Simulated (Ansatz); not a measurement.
Start from `CC(F)(Cl)I` and change one atom or group to get `C=CC(C)(F)Cl`.

Ansatz, PBE0-D4/def2-TZVP geometries, multiplicity 1. Each molecule was computed in one conformer, which needn't be the lowest.

Elements past krypton have def2 core potentials.

```
                             property  `CC(F)(Cl)I`
 HOMO–LUMO gap (PBE0/def2-TZVPP) / eV          5.99
LUMO energy (ωB97M-V/def2-TZVPP) / eV          0.35
    LUMO energy (PBE/def2-TZVPP) / eV         -2.55
   HOMO energy (PBE0/def2-TZVPP) / eV         -7.66
   LUMO energy (PBE0/def2-TZVPP) / eV         -1.67
  HOMO energy (B3LYP/def2-TZVPP) / eV         -7.41
```

Task: What does the change do to each property? (An estimate is asked.)

Result: Computed: 
```json
{"property": "HOMO–LUMO gap (PBE0/def2-TZVPP) / eV", "`C=CC(C)(F)Cl`": "7.48", "shift": "1.49"}
{"property": "LUMO energy (ωB97M-V/def2-TZVPP) / eV", "`C=CC(C)(F)Cl`": "1.58", "shift": "1.23"}
{"property": "LUMO energy (PBE/def2-TZVPP) / eV", "`C=CC(C)(F)Cl`": "-1.58", "shift": "0.97"}
{"property": "HOMO energy (PBE0/def2-TZVPP) / eV", "`C=CC(C)(F)Cl`": "-8.03", "shift": "-0.37"}
{"property": "LUMO energy (PBE0/def2-TZVPP) / eV", "`C=CC(C)(F)Cl`": "-0.55", "shift": "1.12"}
{"property": "HOMO energy (B3LYP/def2-TZVPP) / eV", "`C=CC(C)(F)Cl`": "-7.79", "shift": "-0.38"}
```

With PBE0 the HOMO falls by 0.37 eV and the LUMO rises by 1.12 eV, so the gap widens by about 1.49 eV. PBE moves the HOMO by -0.37 eV and ωB97M-V by -0.44 eV.

B3LYP here is the variant with VWN-RPA as its local correlation; programs differ in this.

Spin–orbit coupling is left out; it splits and shifts lone-pair levels of the heavy atoms by tenths of an eV.
